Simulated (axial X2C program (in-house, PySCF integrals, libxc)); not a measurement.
**FeS at several levels of theory**

All values were computed with an axial X2C code built on PySCF integrals. Spin-free means the one-electron spin-free X2C Hamiltonian; two-component (2c) means X2C with spin–orbit coupling and atomic mean-field two-electron Coulomb and Gaunt terms, so the difference of the two also holds small scalar two-electron terms. Basis: Fe dyall-cv3z [9s10p6d3f2g], S dyall-av3z [9s8p3d2f] (cores contracted in-house); Gaussian nuclei, density fitting, unrestricted open shells. Masses: Fe 55.935 u, S 31.972 u.

Input file and command:
```json
{"zs": [26, 16], "q": 0, "bas": ["dyall-cv3z", "dyall-av3z"], "levels": ["PBE0", "HF", "BHandHLYP"], "cc": true, "r0": 2.03, "thr": -2.0, "nmax": 90, "npts": 10, "nst": 2, "ntry": 6}
```
```bash
python so2c.py task.json out
```

Keys: zs atomic numbers; q charge; bas basis sets; levels methods; cc coupled cluster on or off; r0 starting distance in Å; thr threshold in hartree for freezing inner shells (an s shell follows its p shell); nmax most natural virtual spinors; npts points on the curve; nst determinants followed; ntry starts of the search. HF also brings MP2.

State, spin-free: M_S = 2, Λ = 0 (beyond evenly filled blocks: π+α, π-α, δ+α, δ-α); electrons by block: σα: 11, σβ: 11, π+α: 5, π+β: 4, π-α: 5, π-β: 4, δ+α: 1, δ-α: 1. Fragments: Fe + S.

State, 2c: Ω = 2 (⟨Sz⟩ = 2.00, ⟨Lz⟩ = 0.00 at PBE0); electrons by block: 1/2: 15, -1/2: 16, 3/2: 5, -3/2: 5, 5/2: 1. Fragments: Fe + S.

```tsv
Hamiltonian	level	Re (Å)	ωe (cm⁻¹)	ωexe (cm⁻¹)	De (eV)	μ (D)
spin-free	PBE0	1.986	545.5	1.93	3.23	-5.17
spin-free	HF	2.228	337.9	1.13	0.788	-5.30
spin-free	CCSD	2.000	499.3	2.66	2.25	n/a
spin-free	CCSD(T)	1.986	524.2	2.75	n/a	n/a
spin-free	BHandHLYP	2.025	500.7	2.48	2.17	-6.18
2c	PBE0	1.987	545.1	1.93	n/a	-5.17
```

Correlated methods: 14 electrons correlated (number of frozen shells: Fe 3 s, 2 p; S 2 s, 1 p), 250 virtual spin orbitals or spinors in MP2, 90 natural virtuals in coupled cluster.

Dipoles are positive if S is the positive end.

The state is one determinant whose occupation by symmetry is held fixed; it was picked as the lowest of a PBE0 search that is not exhaustive. Dissociation energies refer to the lowest single-determinant-based atoms at the same level and basis. De is not given where an atomic determinant may have missed its ground term or J level, or where the truncated virtual space spoils (T). Density functionals use the spin component along the axis (collinear). CCSD and (T) use frozen natural virtuals with an MP2 correction for the truncation; (T) itself is uncorrected, so its De runs slightly low. Other states lie close and PBE0, whose exact exchange favours high spin, may order them wrongly; the determinant shown need not be the ground state. The nearest other spin-free determinant of the search, M_S = 2, Λ = 2, lies 0.07 eV up at the distance of the search. Without a current term, density functionals place determinants with orbital angular momentum somewhat too high. With several unpaired electrons one determinant need not be a pure state. Open-shell Ω = 0 determinants with evenly filled partner blocks cannot be reached by this program, so the Ω shown need not be the lowest component. The determinant is spin-polarised beyond a pure state at some levels (its spin-free form has ⟨S²⟩ too high), which makes Re and μ there less reliable. The T1 diagnostic is large, a sign of multireference character.

No reliable constants came from BHandHLYP (2c), CCSD (2c), CCSD(T) (2c), HF (2c), MP2 (2c), MP2 (spin-free): no minimum in range, unconverged points, a curve that is not smooth, a change of character along it, or the two Hamiltonians disagreeing along it.

Rough cost a point (2c) on 1 thread(s) of a shared host, integrals apart: PBE0 1.2 s.

The whole task took 3.6 min on 1 thread of Arm Neoverse V2, on a shared host.
